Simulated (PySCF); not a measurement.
PGMEA, SMILES COCC(C)OC(C)=O, singlet (GFN2-xTB optimised geometry):

```
21

C      0.216    -1.971     1.286
O     -0.269    -0.660     1.148
C      0.223    -0.015     0.000
C     -0.282     1.432     0.000
C     -1.799     1.498    -0.045
O      0.223     2.113    -1.155
C      1.468     2.597    -1.102
C      1.819     3.298    -2.389
O      2.197     2.485    -0.153
H      1.309    -1.983     1.370
H     -0.079    -2.597     0.434
H     -0.224    -2.369     2.198
H     -0.125    -0.527    -0.912
H      1.323    -0.015     0.000
H      0.104     1.929     0.899
H     -2.135     2.529     0.020
H     -2.158     1.069    -0.977
H     -2.197     0.930     0.790
H      1.727     2.601    -3.218
H      2.834     3.678    -2.332
H      1.123     4.116    -2.555
```

Calculation: B3LYP/def2-SVP (PySCF).

Problem. What are the frontier orbital energies and the dipole moment?

Solution. HOMO-2 -8.18 eV, HOMO-1 -7.50 eV, HOMO -7.14 eV, LUMO 0.31 eV, LUMO+1 1.58 eV; dipole moment 1.95 D.

On the same geometry PBE/def2-SVP run with PySCF gives HOMO-2 -6.93 eV, HOMO-1 -6.05 eV, HOMO -5.75 eV, LUMO -0.55 eV, LUMO+1 1.01 eV; dipole moment 1.87 D.

Meta-Löwdin charges at B3LYP/def2-SVP: C1 -0.07, O2 -0.40, C3 0.04, C4 0.15, C5 -0.29, O6 -0.36, C7 0.51, C8 -0.32, O9 -0.45, H10 0.08, H11 0.08, H12 0.11, H13 0.07, H14 0.08, H15 0.10, H16 0.10, H17 0.10, H18 0.11, H19 0.12, H20 0.12, H21 0.12.
